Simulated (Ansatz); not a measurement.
A search over several starts for the lowest SCF solution of trans-NiH2(AsH3)2 (NiAs₂H₈) at the given spin, in a small basis.

```yaml
crystal:
  periodic: [false, false, false]
  atoms:
    - {symbol: Ni, position_ang: [0.020947, 0.000273, -0.025887]}
    - {symbol: H, position_ang: [1.443063, -0.139482, 0.468646]}
    - {symbol: As, position_ang: [0.025887, 2.195275, 0.022902]}
    - {symbol: H, position_ang: [-0.994598, 2.871684, 0.912531]}
    - {symbol: H, position_ang: [-0.332576, 2.932740, -1.249024]}
    - {symbol: H, position_ang: [1.204129, 3.071646, 0.408684]}
    - {symbol: H, position_ang: [-1.406560, 0.141021, -0.506369]}
    - {symbol: As, position_ang: [-0.016649, -2.195000, -0.041325]}
    - {symbol: H, position_ang: [-1.142933, -3.051705, -0.590566]}
    - {symbol: H, position_ang: [0.083052, -2.878823, 1.305327]}
    - {symbol: H, position_ang: [1.116249, -2.947629, -0.704918]}
basis:
  gaussian: {orbitals: def2-SVP, initial_orbitals: start.molden}
hamiltonian: {xc: pbe0, dispersion: d4}
output: {orbitals: {seedname: orbitals}}
```

The file start.molden holds the orbitals of an earlier run on this structure, at another level or in another basis.

```sh
$ ansatz run in.yaml --threads 4 --pin off --events-out ev --progress --plain --max-ram 3916MiB
```

Shortened log:

```
Functional definition: PBE0
1376 factors; integrals over basis functions are off by at most 1.2e-3 eV
mean field evaluation 1: about -162813.0187 eV, gradient 4.5e-1 eV
mean field evaluation 2: about -162813.1584 eV, gradient 4.9e-4 eV
mean field evaluation 4: about -162813.1584 eV, gradient 1.3e-5 eV
mean field evaluation 8: about -162802.8485 eV, gradient 7.9e1 eV
mean field -162813.15838095 eV, -5983.2732117776 hartree, gradient 1.3e-5 eV, S^2 0.000000; 1 other end points of the search recorded, 0 dependent functions left out
reference -162813.15842252 eV, -5983.2732133053 hartree; 51, 51 occupied and 84, 84 virtual orbitals, 1376 factors
Total energy: -162813.38840759 eV, -5983.2816651007 hartree
```

It took 3.4 s on 4 threads of Arm Neoverse V1 on a shared host.
